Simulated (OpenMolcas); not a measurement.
**Nb4+: effect of the metal basis and ligand basis**

Nb4+ with 6 ligands (chloride) in octahedral coordination (Oh) at 2.44 Å. A charge of +0.333 e stands 2.8 Å behind each ligand.

```yaml
Program: OpenMolcas
Method: "SS-CASPT2, IPEA 0.25 Eh, imaginary shift 0.1 Eh (closed shells correlated: 4s 4p and the ligand valence shells)"
Spin-orbit_coupling: state interaction with AMFI integrals over the reference wave functions
```

Fixed: active space 1 electron in 5 orbitals (4d), DKH2 Hamiltonian.

States (labels of O, the rotations of Oh). Energies in cm-1 above the lowest state or level, χT in cm3 K/mol; under a threefold ground state the first gap can be a small split of the lowest multiplet, not the spin-orbit step; 10Dq is the gap between the two states.

```csv
Run,Metal basis,Ligand basis,Ground state,First state of that spin,10Dq,First gap with spin-orbit (degeneracies),χT at 300 K,Cost
A,ANO-RCC-VDZP,ANO-RCC-VDZP,2T2,2E 23300,23302,"910 (4, 2)",0.162,roughly 11 core-seconds
B,ANO-RCC-VTZP,ANO-RCC-VTZP,2T2,2E 22730,22730,"900 (4, 2)",0.164,roughly 3 core-minutes
```

Against A, |10Dq| changes by -2.5 % in B.

Costs are those of the CASPT2 steps.

Roots that are degenerate in the reference are averaged as groups; the widest CASPT2 spread within a group is 110 cm-1 (the 3-fold group of multiplicity 2 near 0 cm-1 above the lowest state of its run, B). Shifts and gaps below about the spread of the groups concerned are not significant. Over all roots computed the reference weight is 0.66 in A, 0.63 in B; a low but even weight reflects the number of correlated electrons. An orbital triplet at a regular site is open to Jahn-Teller coupling, which can distort the site and quench the lowest spin-orbit gaps and is left out. Ligand-to-metal charge-transfer states are missing. With one d shell and no ligand orbital active, 10Dq can be off by a tenth or more. The least metal-like active orbital is 71 % on the metal (Löwdin) and no ligand orbital is active, so the numbers are rough (holds for A). The least metal-like active orbital is 67 % on the metal (Löwdin) and no ligand orbital is active, so the numbers are rough (holds for B). No measured value stands beside these numbers; the geometry was imposed, not optimised, and the real ion may take another.
